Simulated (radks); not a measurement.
Question: Coherent X-ray form factor from a spherical all-electron density. Calculated with a radial shooting solver on a logarithmic mesh with Libxc functionals: non-relativistic Kohn-Sham, Slater X-alpha with alpha = 1.012, spin-polarised, spherical densities, point nucleus.

sin(theta)/lambda (1/angstrom)  f0 (electrons)
0.05                                    46.518
0.1                                     45.152
0.15                                    43.107
0.2                                     40.635
0.25                                    37.969
0.3                                     35.290
0.4                                     30.328
0.5                                     26.245
0.6                                     23.113
0.8                                     19.007
1                                       16.312
1.25                                    13.444
1.5                                     10.859
2                                        7.255

The species is in the configuration that NIST lists as its ground one. Which atom or ion scatters so?

Answer: The tin ion Sn3+, [Kr] 4d10 5s1. Extrapolating in s^2 from the first two rows gives f0(0) = 47.0, near the electron count 47; among species with that count, the fall with angle is slower the higher Z, and the table is that of Z = 50; from so few rows the species is fixed only to a neighbour or two.
